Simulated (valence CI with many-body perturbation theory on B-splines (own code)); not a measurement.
The numbers below are computed, except where a source is named.
Sensitivity of CI+MBPT for Ba35+

Method: valence CI with perturbative core correlation (CI+MBPT): three valence electrons over a frozen Dirac-Fock core [Ar], radial functions for each j: 6 s, 6 p, 5 d, 5 f, 1 g, with the one-electron correlation potential Σ1, the two-electron term Σ2, the three-electron term Σ3, Breit, model QED; selected CI, second order for the rest, scaled by the run's own slope (own B-spline code, finite nucleus).

The last digits are not significant, and no measured levels were compared; by estimate large intervals hold to a few tenths of a per cent, small ones and those within an open d or f shell to about a per cent. Only levels of the ground parity were solved; by the run's estimate the other parity begins above the list, which can be wrong where configurations are misplaced.

The reference run has the lowest level (3d3/2^3) J=3/2 and an ionisation energy of 2350.57 eV. Its largest variational space holds 2233 state functions.

Levels are named by their leading jj configuration (3d3/2^4 stands for four electrons in 3d with j = 3/2), which in mixed levels can hold well under half, so a name can repeat and another be missing. Letters in brackets count levels of one name in rising energy.

Changed runs:
A. scale of Σ1 1 → 0.9
B. scale of Σ1 1 → 0; scale of Σ2 1 → 0; three-electron term on → off
C. cutoff of virtual states (hartree) 6272 → 9600
D. Davidson iteration limit 60 → 2 (bad on purpose)

Excitation energies of the reference run in cm⁻¹, and shifts in cm⁻¹:

```tsv
Level	Reference	A	B	C	D
(3d3/2^2 3d5/2) J=5/2 [a]	111173	-88	-3179	+0.7	0
(3d3/2^2 3d5/2) J=3/2	155456	-84	+278	+0.6	0
(3d3/2^2 3d5/2) J=7/2	159197	-102	-2502	+0.7	0
(3d3/2^2 3d5/2) J=9/2	171433	-95	-2354	+0.7	0
(3d3/2^2 3d5/2) J=1/2	180458	-92	+1364	+0.6	0
(3d3/2^2 3d5/2) J=5/2 [b]	273777	-132	+1634	+0.9	0
(3d3/2 3d5/2^2) J=7/2 [a]	280194	-174	-3716	+1.3	0
(3d3/2 3d5/2^2) J=9/2	297040	-184	-5148	+1.3	0
(3d3/2 3d5/2^2) J=3/2 [a]	326730	-185	-97	+1.3	0
(3d3/2 3d5/2^2) J=1/2	341501	-189	-745	+1.3	0
(3d3/2 3d5/2^2) J=11/2	354736	-189	-4650	+1.3	0
(3d3/2 3d5/2^2) J=5/2 [a]	373575	-179	+3386	+1.2	0
Ionisation energy (eV)	2350.57	-0.26	-8.16	+0.00034	0
```

Run D: The Davidson iterations stopped at their limit.
